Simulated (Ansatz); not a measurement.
Consider the substitution at a C–B bond: `CB(F)BCl` + `[SiH3]OBS` → `CSBO[SiH3]` + `FBBCl`.

Computed with Ansatz on PBE0-D4/def2-TZVP structures; ΔE is electronic, products minus reactants. CBS: MP2 limit from def2 TZ/QZ plus the TZ coupled-cluster correction, frozen cores. DFT in def2-TZVPP. B3LYP here is the variant with VWN-RPA as its local correlation; programs differ in this. HSE06 is defined as in plane-wave codes. One conformer a species, not always the lowest.

```tsv
level	ΔE (kcal/mol)	difference from CCSD(T)/CBS
PBE0-D4	16.0	0.7
HSE06-D4	15.9	0.6
ωB97M-V	16.0	0.7
PBE0	16.0	0.7
B3LYP	15.8	0.5
HSE06	16.0	0.7
BHLYP	16.1	0.8
LC-ωPBE	16.3	1.0
SCS-MP2/def2-TZVPP	14.7	-0.6
SCS-MP2/def2-QZVPP	14.5	-0.8
CCSD(T)/CBS	15.3	0
```

Largest T1 diagnostic among the species: 0.014.

Leaving LDA and LC-ωPBE aside and taking each functional with its dispersion term where it has one, the values, not all of them listed here, spread over 2.6 kcal/mol, from revPBE-D4 to B97M-V. LDA lies +1.8 kcal/mol from PBE without D4. At CCSD(T), def2-SVP lies +1.5 kcal/mol from the extrapolated value and def2-TZVPP +0.3 kcal/mol.
